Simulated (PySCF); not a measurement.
Correlation energy of Sb⁻ (antimony, charge -1)

[Kr] 4d10 5s2 5p4, high-spin 3P determinant. All numbers are calculated (PySCF 2.14, the spin-free X2C one-electron Hamiltonian (Gaussian nucleus), in aug-cc-pwCVTZ-DK3 with one added diffuse shell each of s, p, d, f type (11s10p8d5f1g, 125 functions)). Frozen: [Kr] 4d10; 6 electrons correlated.

MP2 pair energies summed by pair of shells (mhartree):

| pair | energy | share (%) |
| --- | --- | --- |
| 5s-5p | -40.69 | 46.3 |
| 5p-5p | -38.45 | 43.7 |
| 5s-5s | -8.76 | 10.0 |

Total MP2 correlation energy: -87.90 mhartree.

Same-spin part -20.01 and opposite-spin part -67.89 mhartree; SCS-MP2 scales them by 1/3 and 6/5 to -88.14 mhartree.
